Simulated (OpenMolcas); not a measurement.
Ta: effect of the basis set

```json
{"Program": "OpenMolcas 26.06", "Method": "MS-CASPT2, IPEA 0.25 Eh, imaginary shift 0.1 Eh (closed shells correlated: 5s 5p 6s)", "Active space": "3 electrons in 5 orbitals (5d)", "State averaging": "2S+1 = 4 even, 10 roots; 2S+1 = 2 even, 40 roots", "Spin-orbit coupling": "RASSI with atomic mean-field integrals over the reference wave functions, term energies averaged over their components"}
```

A. ANO-R1 [7s5p4d2f], X2C, finite nucleus; CASPT2 step about 7 core-seconds
B. ANO-RCC-VDZP [7s6p4d2f1g], DKH2, point nucleus; CASPT2 step about 9 core-seconds
C. ANO-R2 [8s6p5d3f1g], X2C, finite nucleus; CASPT2 step about 18 core-seconds
D. ANO-RCC-VTZP [8s7p5d3f2g1h], DKH2, point nucleus; CASPT2 step about 25 core-seconds
E. ANO-R3 [9s7p6d4f3g2h], X2C, finite nucleus; CASPT2 step of the order of 60 core-seconds
F. ANO-RCC-VQZP [9s8p6d4f3g2h], DKH2, point nucleus; CASPT2 step of the order of 60 core-seconds

Energies in eV above 5d3 6s2 4F 3/2, the measured ground level; measured values from NIST Handbook of Basic Atomic Spectroscopic Data.

| Level | A | B | C | D | E | F | Measured |
| --- | --- | --- | --- | --- | --- | --- | --- |
| 5d3 6s2 4F 3/2 | 0.0000 | 0.0000 | 0.0000 | 0.0000 | 0.0000 | 0.0000 | 0.0000 |
| 5d3 6s2 4F 5/2 | 0.275 | 0.279 | 0.292 | 0.284 | 0.290 | 0.292 | 0.2492 |
| 5d3 6s2 4F 7/2 | 0.548 | 0.557 | 0.565 | 0.556 | 0.558 | 0.561 | 0.4915 |
| 5d3 6s2 4F 9/2 [75 %] | 0.787 | 0.805 | 0.789 | 0.785 | 0.770 | 0.776 | 0.6969 |
| 5d3 6s2 4P 1/2 [66 %] | 1.147 | 1.125 | 1.110 | 1.119 | 1.090 | 1.077 | 0.7500 |
| 5d3 6s2 2G 7/2 | 1.433 | 1.506 | 1.347 | 1.378 | 1.288 | 1.300 |  |
| 5d3 6s2 4P 5/2 | 1.530 | 1.510 | 1.509 | 1.507 | 1.498 | 1.486 | 1.1473 |
| 5d3 6s2 2P 1/2 [66 %] | 1.779 | 1.794 | 1.728 | 1.747 | 1.681 | 1.672 |  |
| 5d3 6s2 2D 5/2(1) | 2.062 | 2.113 | 1.996 | 2.018 | 1.957 | 1.955 |  |
| 5d3 6s2 2H 11/2 | 2.169 | 2.262 | 2.056 | 2.082 | 1.946 | 1.967 |  |
| 5d3 6s2 2P 3/2 [58 %] | 2.324 | 2.368 | 2.275 | 2.295 | 2.220 | 2.213 |  |
| 5d3 6s2 2F 7/2 | 2.806 | 2.863 | 2.656 | 2.679 | 2.548 | 2.558 |  |
| 5d3 6s2 2F 5/2 | 2.821 | 2.874 | 2.662 | 2.686 | 2.556 | 2.564 |  |
| 5d3 6s2 2D 5/2(2) | 4.178 | 4.242 | 3.975 | 3.994 | 3.862 | 3.864 |  |
| 5d3 6s2 2D 3/2(2) | 4.223 | 4.280 | 4.014 | 4.034 | 3.897 | 3.900 |  |

Deviations, from unrounded energies. A percentage is the sum of absolute deviations over the sum of measured energies, with the sign that they share, or ± where signs differ.

```
                        Against measurement  Levels      A      B      C      D      E      F
             mean absolute deviation (cm-1)       5   1500   1500   1500   1500   1400   1400
      fine structure of the ground term (%)       3  +12.0  +14.2  +14.5  +13.0  +12.5  +13.3
other terms of the ground configuration (%)       2  +41.1  +38.9  +38.1  +38.4  +36.4  +35.0
```

E, F lie about equally close to measurement and A furthest from it. The largest miss of F in the table is 5d3 6s2 4P 5/2, by +2700 cm-1. The ranking rests on the paired levels alone, and a cruder setting can come out closer through cancelling errors.

The two smallest mean deviations differ by little beside CASPT2's spread within terms, so their order carries little weight.

Among A to F the level of the table that moves most is 5d3 6s2 2D 3/2(2), by 3100 cm-1 (lowest in E, highest in B). Moves below CASPT2's spread within the term are not significant.

CASPT2 does not keep the components of a term degenerate, so their means are used; among the terms shown or strongly mixed into the levels shown the widest spread is 1000 cm-1 (5d3 6s2 4F, C). With the s shell closed, the reference lacks s² → p², s² → d² and s → d mixing, so excited terms can stand far too high and out of order, with CASPT2 too. Some terms miss by over 15 % even with CASPT2, which points to a basis or an active space too small for the shells correlated. The CASPT2 spread within a term exceeds the gap to the next term for 5d3 6s2 4P and 5d3 6s2 2G, so the order of their levels is uncertain (figures for C; the like holds for F). Computed and measured levels are paired by configuration, term and J; levels that our copy of the source lacks, or whose pairing is in doubt (as where it misses far off the trend of its configuration), stay unpaired and out of the deviations. Only configurations of the active space appear. The table leaves out levels that lie high or whose names do not pair safely across all columns.

A share in square brackets marks a mixed level and gives the weight of the term that names it, the lowest over the columns. A number in round brackets counts repeated terms of one configuration in the order of the reference energies.
